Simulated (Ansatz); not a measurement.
Isolated molecules relaxed with PBE0-D4/def2-TZVP in Ansatz; ΔE leaves out vibrations. CCSD(T)/CBS adds triple-zeta CCSD(T) − MP2 to the extrapolated MP2 energy (def2 sets, frozen cores). Each species was taken in one conformer, which may not be the lowest.

`O=C[SiH2]CS` → `[SiH3]SC1CO1`  (isomerisation)

| species | CCSD(T)/CBS(def2) energy (Eh) |
| --- | --- |
| `O=C[SiH2]CS` | -841.71312 |
| `[SiH3]SC1CO1` | -841.70240 |

**Question.** Work out ΔE.

**Answer.** ΔE = (-841.70240) − (-841.71312) = 0.01072 Eh = +0.29 eV.

Largest T1 diagnostic among the species: 0.014.

In def2-TZVPP, CCSD(T) changes the Hartree–Fock value by −0.09 eV (the triples alone add −0.01 eV) and MP2 by −0.19 eV. From PBE to PBE0 (25 % exact exchange), in def2-TZVPP and without D4, ΔE moves by −0.05 eV.
